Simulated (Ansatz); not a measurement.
Program: Ansatz. Geometries: PBE0-D4/def2-TZVP. ΔE: electronic, gas phase. CBS: MP2 limit from def2 TZ/QZ plus the TZ coupled-cluster correction, frozen cores. DFT in def2-TZVPP. B3LYP here is the variant with VWN-RPA as its local correlation; programs differ in this. HSE06 is defined as in plane-wave codes. For Br, Ge outer-core shells are correlated without core-valence functions, which leaves a few kJ/mol of doubt a bond. Scalar relativity is left out up to krypton. Each species was taken in one conformer, which may not be the lowest.

`C[CH2][AlH][Br]` + `N[CH2][GeH2][OH]` → `C[CH2][AlH][CH2]N` + `[OH][GeH2][Br]`  (redistribution)

`C[CH2][AlH][Br]`:

Z-matrix (Å, degrees):
```
C
C 1 1.527
H 1 1.092 2 111.6
H 1 1.094 2 111.8 3 120.4
H 1 1.093 2 111.6 3 -119.2
Al 2 1.948 1 117.3 3 59.3
H 2 1.099 1 110.6 3 -178.1
H 2 1.099 1 110.6 3 -63.1
Br 6 2.267 2 119.0 1 -1.0
H 6 1.581 2 124.6 1 179.0
```

`N[CH2][GeH2][OH]`:

```xyz
11

N    -0.699    1.206   -1.235
C    -0.754    0.514    0.046
Ge    0.665   -0.828    0.100
O     0.800   -1.279    1.826
H    -1.487    1.832   -1.346
H     0.139    1.768   -1.307
H    -1.703   -0.022    0.122
H    -0.672    1.152    0.937
H     2.004   -0.221   -0.381
H     0.342   -2.084   -0.735
H     1.365   -2.039    1.973
```

`C[CH2][AlH][CH2]N`:

```xyz
15

C     0.965    1.484    0.799
C     1.599    0.113    0.571
Al    0.477   -1.335   -0.132
C    -1.375   -1.105   -0.760
N    -1.773    0.282   -1.001
H     0.553    1.894   -0.126
H     1.684    2.213    1.187
H     0.146    1.435    1.524
H     2.452    0.205   -0.118
H     2.053   -0.258    1.501
H     1.084   -2.809   -0.192
H    -2.057   -1.671   -0.099
H    -1.411   -1.650   -1.715
H    -2.750    0.351   -1.261
H    -1.647    0.852   -0.178
```

`[OH][GeH2][Br]`:

Z-matrix (Å, degrees):
```
Ge
Br 1 2.310
O 1 1.766 2 109.2
H 1 1.527 2 109.0 3 -114.7
H 1 1.535 2 106.2 3 120.2
H 3 0.961 1 113.1 2 59.2
```

```csv
level,ΔE (kJ/mol),difference from CCSD(T)/CBS
LDA (SPW92),79.3,-12.0
BLYP-D4,75.7,-15.6
r2SCAN-D4,83.3,-8.0
B97M-V,80.4,-10.9
PBE0-D4,81.3,-10.0
B3LYP-D4,79.6,-11.7
r2SCANh-D4,84.3,-7.0
r2SCAN0-D4,85.5,-5.8
HSE06-D4,81.1,-10.2
BHLYP-D4,84.1,-7.2
CAM-B3LYP-D4,82.4,-8.9
ωB97M-V,82.9,-8.4
B2PLYP,84.4,-6.9
PBE-QIDH,87.5,-3.8
PBE,77.6,-13.7
BLYP,76.9,-14.4
r2SCAN,83.7,-7.6
PBE0,82.0,-9.3
B3LYP,80.6,-10.7
r2SCANh,84.6,-6.7
r2SCAN0,85.9,-5.4
HSE06,81.8,-9.5
BHLYP,84.8,-6.5
CAM-B3LYP,83.1,-8.2
LC-ωPBE,86.0,-5.3
RPA@PBE/def2-TZVPP,87.2,-4.1
HF/def2-SVP,93.1,1.8
MP2/def2-SVP,91.1,-0.2
CCSD/def2-SVP,90.1,-1.2
CCSD(T)/def2-SVP,89.2,-2.1
HF/def2-TZVPP,89.5,-1.8
MP2/def2-TZVPP,91.0,-0.3
SCS-MP2/def2-TZVPP,89.4,-1.9
CCSD/def2-TZVPP,89.7,-1.6
CCSD(T)/def2-TZVPP,88.6,-2.7
MP2/def2-QZVPP,92.3,1.0
SCS-MP2/def2-QZVPP,90.7,-0.6
HF/CBS(def2),88.5,-2.8
MP2/CBS(def2),93.8,2.5
CCSD/CBS(def2),92.4,1.1
CCSD(T)/CBS,91.3,0
```

Largest T1 diagnostic among the species: 0.011.

From BLYP to BHLYP (50 % exact exchange), in def2-TZVPP and without D4, ΔE moves by +7.8 kJ/mol. Leaving LDA and LC-ωPBE aside and taking each functional with its dispersion term where it has one, the values spread over 11.8 kJ/mol, from BLYP-D4 to PBE-QIDH.
